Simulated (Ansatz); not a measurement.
Molecule: MoH6 (charge +1, doublet). The spin state was set by rule; other spins were not relaxed. 
Structure (B3LYP-D3(BJ)/def2-TZVP (Ansatz, an electronic-structure program) minimum search):
```xyz
7

Mo    -0.1195     0.0356     0.0261
H      0.7331    -0.9029     1.2691
H      0.9126     1.4650     0.0277
H      0.7073    -1.0434    -1.0995
H      0.2141    -0.5249    -1.6254
H      0.9932    -1.2516     0.4948
H      1.4608     0.7643    -0.1621
```
Charge +1, spin multiplicity 2.

Basis-set convergence of Hartree-Fock and CCSD correlation energies (hartree) with Ansatz. Cores are frozen in the correlated levels unless marked. UHF or UKS for open shells. No spin-orbit coupling. Frozen are the shells of the preceding noble gas and the d and f shells that filled before the atom's block. Past Kr the def2 sets carry scalar-relativistic core potentials.

| basis | functions | E(HF) | E(corr, CCSD) |
|---|---|---|---|
| def2-SVPD | 82 | -70.60111 | -0.24843 |
| def2-TZVPPD | 158 | ___ | ___ |

Question: Complete the blanks.

Answer: 
- def2-TZVPPD, E(HF): -70.63178
- def2-TZVPPD, E(corr, CCSD): -0.29108
